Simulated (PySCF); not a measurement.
**Finite-field polarisability of B (boron, neutral)**

[He] 2s2 2p1, 2P determinant. All numbers are calculated (PySCF 2.14, the spin-free X2C one-electron Hamiltonian (Gaussian nucleus), in x2c-TZVPPall with one added diffuse shell each of s, p, d type (6s4p3d1f, 40 functions)). Frozen: 1s2. Energy changes in a uniform field (μhartree):

```json
{"axis": "x", "F (au)": "0.0031", "HF": "-97.897", "MP2": "-82.125", "CCSD": "-87.755", "CCSD(T)": "-88.230"}
{"axis": "x", "F (au)": "0.0062", "HF": "-391.635", "MP2": "-329.357", "CCSD": "-351.216", "CCSD(T)": "-353.095"}
{"axis": "y", "F (au)": "0.0028", "HF": "-99.873", "MP2": "-96.555", "CCSD": "-95.339", "CCSD(T)": "-95.534"}
{"axis": "y", "F (au)": "0.0056", "HF": "-400.214", "MP2": "-387.011", "CCSD": "-382.260", "CCSD(T)": "-383.051"}
```

By symmetry the remaining axis equals x.

Q: Derive α along x at CCSD(T) from the two fields.

A: With ΔE = −αF²/2 − γF⁴/24, α = −(16 ΔE(F) − ΔE(2F))/(6F²) = 18.36 bohr³.

Q: And the mean polarisability at each level?

A: The components xx, yy, zz at CCSD(T) are 18.36, 24.35, 18.36, the third axis being equal by symmetry to one of the two computed. Means: HF 22.07, MP2 19.59, CCSD 20.27, CCSD(T) 20.36 bohr³. Reference: 20.5 ± 0.1 bohr³ (recommended; Schwerdtfeger and Nagle, table of static dipole polarizabilities (2023 update)).
